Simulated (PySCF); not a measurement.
ClH₂MoNS₂, SMILES [SH][Mo]([Cl])(=[NH])=[S], multiplicity 1.

Coordinates come from a PBE-D3(BJ)/def2-SVP optimisation. The multiplicity is an assumed one; no other spin state was optimised. The structure was generated by enumeration; whether it is a known compound was not checked. The def2 effective core potentials stand for the cores of Mo; spin–orbit coupling is left out. Other conformers were not sampled.

Two levels are set side by side: PBE/def2-TZVP (PySCF) and M06-2X/def2-TZVP (PySCF). Same geometry, gas phase. Differences are taken from unrounded values.

```
quantity                     M06-2X
---------------------------  ------
orbital gap (eV)               6.36
highest occupied level (eV)   -8.87
lowest empty level (eV)       -2.51
dipole moment (D)              1.62
mean polarisability (bohr³)   103.4
```

Task: What does PBE give, and how far is it from M06-2X? (The exact figures need the calculation; the answer reports its results.)

Result: 
```
quantity                       PBE  PBE minus M06-2X
---------------------------  -----  ----------------
orbital gap (eV)              2.77             -3.59
highest occupied level (eV)  -6.71              2.16
lowest empty level (eV)      -3.94             -1.42
dipole moment (D)             1.39             -0.22
mean polarisability (bohr³)  105.1               1.7
```

PBE's occupied levels lie high since its potential decays too fast outside the molecule; exact exchange lowers them and widens the gap. Differences between two approximate levels are no errors against the true value.

Rough cost on one machine, each run with all the roots and properties that it gave: M06-2X against PBE about 3 times.
